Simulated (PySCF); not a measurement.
Computed shifts of a molecule C₅H₄O₂, PBE0/pcSseg-1 in PySCF, GIAO, gas phase, equivalent atoms averaged, in ppm (number of nuclei): ¹³C: 209.4 (1), 194.3 (1), 149.6 (1), 100.8 (1), 92.1 (1). ¹H: 6.39 (2), 5.26 (2). References: ¹³C against TMS (σ = 186.3 ppm); ¹⁷O against H2O (σ = 334.2 ppm); ¹H against TMS (σ = 31.56 ppm), references at their B3LYP-D3(BJ)/def2-TZVP geometries, non-relativistic. Geometry: PBE0-D3(BJ)/def2-SVP. Other conformers were not sampled.

Problem. Which structure fits?
(A) C=C=C1OCC1=O
(B) C=C=C1OC=CO1
(C) C#CC1=COCO1
(D) O=C1C=CC(=O)C1

Solution. A, C=C=C1OCC1=O
